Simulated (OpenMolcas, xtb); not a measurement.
How methods differ on GaH2O2 (SMILES [OH][Ga][OH])

GaH2O2: 5 atoms, total charge 0, spin state doublet. As SMILES, `[OH][Ga][OH]`. Geometry: relaxed at PBE0-D4/def2-TZVP. This is one conformer, not always the lowest.

Quantity: the electronic atomisation energy, in eV. The values are calculated. Electronic energies at fixed atoms, without zero-point motion or spin-orbit coupling.

```
           level            kind     program  value (eV)  CPU time (all runs)
        GFN1-xTB  semi-empirical         xtb       30.76            under 2 s
   UHF/def2-SVPD    Hartree–Fock  OpenMolcas       10.80                 13 s
USVWN5/def2-SVPD             LDA  OpenMolcas       19.70                 23 s
 UBLYP/def2-SVPD             GGA  OpenMolcas       16.44                 44 s
  UPBE/def2-SVPD             GGA  OpenMolcas       16.92                 31 s
 UTPSS/def2-SVPD        meta-GGA  OpenMolcas       16.43                 52 s
 UPBE0/def2-SVPD   global hybrid  OpenMolcas       16.26                 32 s
```

All-electron rows without a relativistic Hamiltonian named are non-relativistic. The values span 10.80 to 30.76 eV. The xTB rows lack spin polarisation, so open shells miss the exchange term that lowers them. CPU times are rough (shared hosts, several kinds of processor): they show what a rung costs within a factor of a few.
